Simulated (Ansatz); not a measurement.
C3H7NOSi, SMILES C#CCN[SiH2]O.

Geometry optimised at PBE0-D3(BJ)/def2-SVP. This is a generated structure with no PubChem entry under its InChIKey; it may be hypothetical. The values are those of a single conformer.

Two levels are set side by side: PBE/def2-SVPD (Ansatz, an electronic-structure program) and CAM-B3LYP/def2-SVPD (Ansatz). Energy differences of separate SCF runs at the same geometry; the states with an electron removed or added have multiplicity 2 and 2. Differences are taken from unrounded values.

| quantity | CAM-B3LYP | PBE | PBE minus CAM-B3LYP |
|---|---|---|---|
| vertical ionisation energy (eV) | 9.60 | 9.14 | -0.46 |
| vertical singlet–triplet gap (eV) | 5.54 | 5.29 | -0.25 |
